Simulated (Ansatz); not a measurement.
## From C to Sn: the atomisation energy (no zero-point term)

Gas-phase molecules, one atom swapped for its congeners: C3H8O `CCOC`; C2H8OSi `CCO[SiH3]`; C2H8GeO `CC[O][GeH3]`; C2H8OSn `CC[O][SnH3]`. All are singlets with charge 0.

Shapes, held fixed at every level: PBE0-D4/def2-TZVP. Flexible molecules stand in one conformer, not always the lowest. Programs: Ansatz 0.2.0. Values in eV.

```tsv
level	C3H8O	C2H8GeO	C2H8OSn
BHLYP-D4/def2-TZVPP	46.32	42.20	40.56
PBE0-D4/def2-TZVPP	47.65	43.12	41.47
r2SCAN0-D4/def2-TZVPP	47.01	42.80	41.09
MP2/def2-SVP	45.75	41.36	39.57
MP2/def2-TZVPP	46.93	42.73	40.88
CCSD(T)/def2-SVP	45.55	41.27	39.53
CCSD(T)/def2-TZVPP	46.48	42.51	40.85
```

(1) Estimate the column for C2H8OSi from its neighbours.

Answers

(1) The mean of the neighbours at CCSD(T)/def2-TZVPP is 44.49 eV, against 44.17 from the run. All rows: BHLYP-D4/def2-TZVPP 44.22; PBE0-D4/def2-TZVPP 44.95; r2SCAN0-D4/def2-TZVPP 44.67; MP2/def2-SVP 42.98; MP2/def2-TZVPP 44.47; CCSD(T)/def2-SVP 42.87; CCSD(T)/def2-TZVPP 44.17 eV. At CCSD(T)/def2-TZVPP the atomisation energy falls at every step, from 46.48 to 40.85 eV. Every level shows the same order. For atoms past krypton def2 sets carry core potentials with scalar relativity. Relativity is left out for Ge. Outer-core shells of Ge, Sn are correlated, in sets that cover them unevenly. Spin-orbit coupling, which grows down the group, is left out (summed over each molecule's free atoms 0.02, 0.04, 0.14, 0.32 eV). Coupled cluster in double- or triple-zeta sets underbinds by a few per cent against its basis-set limit.
